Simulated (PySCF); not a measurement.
AlBr2, SMILES [Br][Al+][Br], charge +1.

Coordinates come from a B3LYP-D3(BJ)/def2-TZVP optimisation. The multiplicity is an assumed one; other spin states were not compared. The isomer is the one that the SMILES or the coordinates give; other isomers of the formula were not compared.

Two levels are set side by side: TDDFT-PBE/def2-SVPD (PySCF) and ADC(2)/aug-cc-pVDZ (PySCF). Vertical, same geometry; the bases differ. Differences are taken from unrounded values.

```tsv
quantity	ADC(2)
lowest singlet excitation (eV)	5.28
```

Problem. What does TDDFT-PBE give, and how far is it from ADC(2)? (Estimate from the structure and the level; the computed values follow.)

Solution. 
```json
[
 {"quantity": "lowest singlet excitation (eV)", "TDDFT-PBE": "4.30", "TDDFT-PBE minus ADC(2)": "-0.98"}
]
```

A lower first singlet is the usual sign of a functional without exact exchange. Differences between two approximate levels are no errors against the true value.

Rough cost on one machine, each run with all the roots and properties that it gave: ADC(2) against TDDFT-PBE about 20 times.
